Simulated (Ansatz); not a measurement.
trans-Sn(PH3)2Cl4 (SnP₂H₆Cl₄), relaxed as a singlet with RKS r2SCAN-D4/def2-SVP in Ansatz, starting from the GFN1-xTB geometry. Force threshold 0.02 eV/Å.

In the def2 sets Sn takes a core potential; there is no spin–orbit coupling. Another isomer (singlet) lies 0.06 eV lower at PBE0-D4/def2-TZVP; other spin states weren't run for this one.

Start:

```xyz
13

Cl    1.583    0.953    2.224
Cl   -1.163   -1.132   -1.189
Cl    2.051   -1.718    0.030
Cl   -0.950    2.043    0.125
P     1.153    1.447   -1.708
P    -1.327   -1.467    1.571
Sn    0.453    0.014    0.363
H     2.135    1.212   -2.660
H     1.377    2.781   -1.515
H     0.077    1.513   -2.543
H    -1.503   -1.731    2.924
H    -1.268   -2.754    1.124
H    -2.617   -1.161    1.253
```

Q: Estimate the energy that the relaxation releases and the steps that it takes.

A: 0.61 eV, in 9 steps; 31 s on 4 threads of Arm Neoverse V2 on a shared host. No frequencies were taken in this run, so the end may be a saddle point.

Q: Does the start keep its bonding?

A: By distances, no bond broke or formed. The bond that changes most is Cl2–Sn7, from 2.52 to 2.42 Å (atoms count from 1).

Q: Predict the relaxed structure.

A: 
```
atom   x (Å)   y (Å)   z (Å)
 Cl1   1.396   0.979   1.850
 Cl2  -1.215  -1.077  -1.651
 Cl3   1.781  -1.755  -0.157
 Cl4  -1.501   1.764   0.224
  P5   1.289   1.561  -1.771
  P6  -1.337  -1.552   1.743
 Sn7   0.124  -0.024   0.071
  H8   2.451   1.146  -2.470
  H9   1.698   2.832  -1.303
 H10   0.446   1.927  -2.847
 H11  -1.137  -1.518   3.146
 H12  -1.261  -2.943   1.496
 H13  -2.734  -1.340   1.668
```
Bond lengths: 4 × Cl–Sn 2.41 to 2.42 Å; 2 × P–Sn 2.70 Å; 6 × H–P 1.42 Å.
